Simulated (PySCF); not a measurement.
B(CF3)(F)(H) (CHBF4), SMILES FBC(F)(F)F. Atoms are numbered in the order given.

```xyz
7

B      0.9377     0.5375     0.6531
C     -0.0944    -0.2736    -0.2792
F     -1.3748     0.0947    -0.1230
F     -0.0134    -1.5947    -0.0102
F      0.2252    -0.0999    -1.5796
F      0.4698     1.4491     1.4688
H      2.1167     0.3112     0.6044
```
Charge 0, spin multiplicity 1.

Coordinates come from a B3LYP-D3(BJ)/def2-SVP optimisation.

The numbers are results of B3LYP-D3(BJ)/def2-SVP in PySCF, not measurements.

Harmonic, unscaled wavenumbers; measured fundamentals usually lie a few per cent lower.

Task: List the normal modes with their intensities. (Estimate from the structure and the level; the computed values follow.)

Result: 
```tsv
mode	ν (cm⁻¹)	IR (km/mol)	moving atoms (share of kinetic energy)
1	42	2.8	F 72 %, B 13 %, H 12 %
2	198	3.0	F 92 %
3	271	0.4	F 45 %, H 29 %, B 21 %
4	379	1.8	F 87 %, B 11 %
5	519	4.0	F 91 %
6	520	8.4	F 82 %
7	648	46.0	F 56 %, B 30 %, C 9 %
8	812	16.5	F 64 %, B 25 %, H 9 %
9	904	75.3	H 50 %, B 42 %
10	1090	56.9	H 69 %, F 13 %, C 9 %, B 9 %
11	1142	228.6	C 72 %, F 26 %
12	1198	286.7	C 67 %, F 24 %
13	1278	148.3	C 52 %, F 24 %, B 21 %
14	1468	92.7	B 54 %, C 24 %, F 17 %
15	2679	99.5	H 91 %, B 9 %
```
